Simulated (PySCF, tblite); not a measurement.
Isomers of C4H8OSSi, one GFN2-xTB conformer each. Single-point energies are computed at PBE0/pcSseg-1 (PySCF, gas phase, no added dispersion term), electronic only.

| SMILES | GFN2-xTB relative energy (kcal/mol) |
| --- | --- |
| C=C(C=O)[SiH2]SC | 24.6 |
| C=CO[Si@@H](S)C=C | 0.0 |

Conformers: `[CH2:1]=[C:2]([CH:3]=[O:4])[SiH2:5][S:6][CH3:7]` with C1–C2–C3–O4 176°, C1–C2–Si5–S6 -103°, C2–Si5–S6–C7 -86°; `[CH2:1]=[CH:2][O:3][Si@@H:4]([SH:5])[CH:6]=[CH2:7]` with C1–C2–O3–Si4 3°, C2–O3–Si4–S5 55°, O3–Si4–S5–H 156°, O3–Si4–C6–C7 159°.

**Question.** What does PBE0/pcSseg-1 give for the same structures?

**Answer.** 
```
           SMILES  PBE0/pcSseg-1 E (Eh)  PBE0/pcSseg-1 (kcal/mol)  GFN2-xTB (kcal/mol)  point group
C=CO[Si@@H](S)C=C            -919.57138                       0.0                  0.0           C1
 C=C(C=O)[SiH2]SC            -919.55389                      11.0                 24.6           C1
```

Both levels put the same isomer lowest. As drawn, the lower has an S–H bond and an Si–O bond, which the higher lacks; the higher has a C=O bond, which the lower lacks.

**Question.** Which frontier levels, dipoles and rotational constants go with these structures?

**Answer.** 
```tsv
SMILES	HOMO (eV, PBE0/pcSseg-1)	LUMO (eV)	dipole (D)	A, B, C (MHz)
C=CO[Si@@H](S)C=C	-7.16	-0.81	1.68	2609, 1227, 892.7
C=C(C=O)[SiH2]SC	-6.71	-2.17	2.64	2543, 1311, 1003
```

**Question.** What happens when harmonic zero-point energies from GFN2-xTB frequencies are added?

**Answer.** 
```tsv
SMILES	ZPE (kcal/mol)	electronic (kcal/mol)	with ZPE (kcal/mol)
C=CO[Si@@H](S)C=C	65.9	0.0	0.0
C=C(C=O)[SiH2]SC	65.9	11.0	11.0
```

The zero-point energies span 0.0 kcal/mol. The order is unchanged.
